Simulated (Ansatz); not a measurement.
C4H3S, charge -1, singlet, at a GFN2-xTB geometry (a gas-phase anion, which may not be bound at this level). Base run: R2SCAN/def2-SV(P) (Ansatz, an electronic-structure program).

Input for Ansatz:
Ansatz 0.2 input:
```yaml
crystal:
  periodic: [false, false, false]
  atoms:
    - {symbol: S, position_ang: [-0.00082766, 0.05267305, 1.18469317]}
    - {symbol: C, position_ang: [-0.01458724, 1.38257716, -0.00751956]}
    - {symbol: C, position_ang: [0.01279089, -1.21209334, -0.00380212]}
    - {symbol: C, position_ang: [-0.00751256, 0.73867156, -1.22850840]}
    - {symbol: C, position_ang: [0.00746439, -0.68017748, -1.25133482]}
    - {symbol: H, position_ang: [0.02360557, -2.24376413, 0.30791021]}
    - {symbol: H, position_ang: [-0.01333077, 1.31026799, -2.15798828]}
    - {symbol: H, position_ang: [0.01403491, -1.28314000, -2.15802336]}
basis:
  gaussian:
    orbitals: def2-SV_P_.json
hamiltonian:
  xc: r2scan
total_charge: -1
```
The basis file holds def2-SV(P) in the JSON format of the Basis Set Exchange.

Each row names what was changed in the base input (with any setting that the change needs).

```csv
change,basis functions,E (Eh),core-seconds (rough)
base,80,-552.00496,3
basis = STO-3G,32,-545.84640,2
basis = 6-31G,55,-552.14679,4
basis = pcseg-1,89,-552.20507,5
basis = cc-pVDZ,89,-552.26741,6
basis = 6-31G**,94,-552.22964,5
basis = aug-pcseg-1,146,-552.21853,9
basis = pc-2,196,-552.34287,9
basis = pcseg-2,196,-552.33803,10
basis = cc-pVTZ,196,-552.33112,9
basis = cc-pV(T+d)Z,201,-552.33408,10
basis = def2-TZVPP,208,-552.33443,8
basis = aug-cc-pVTZ,303,-552.33938,20
```

Totals compare only among sets that treat the same electrons; sets with core potentials leave the core out.

A gas-phase anion may not be bound at this level; its values then depend on the basis.
